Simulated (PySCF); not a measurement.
**Cu⁺ (copper, charge +1): LDA calculation**

Configuration: [Ar] 3d10, closed-shell 1S. Computed with PySCF 2.14 in x2c-TZVPall (6s5p4d1f, 48 functions), with the spin-free X2C one-electron Hamiltonian (Gaussian nucleus).

* Total energy: -1651.579 hartree
* One-electron energy: -2295.385 hartree
* Hartree (Coulomb) energy: 708.743 hartree
* Exchange-correlation energy: -64.937 hartree
* ⟨S²⟩: 0.0000
* ⟨L²⟩: 0.000
* Sum of ⟨r⟩: 17.91 bohr
* Sum of ⟨r²⟩: 19.88 bohr²
* Langevin diamagnetic susceptibility: -15.7 ×10⁻⁶ cm³/mol
* Time after the integrals: 0.31 s of wall time on 1 thread of Neoverse-V2 (shared host)

```csv
shell,electrons,mean orbital energy (eV),"rms radius, mean of both spins (bohr)"
1s,2,-8834.1,0.0602
2s,2,-1068.9,0.255
2p,6,-925.31,0.229
3s,2,-122.82,0.768
3p,6,-80.765,0.818
3d,10,-14.047,1.19
```

Densities and radii are taken from the X2C orbitals without a picture-change correction, which distorts them close to the nucleus.
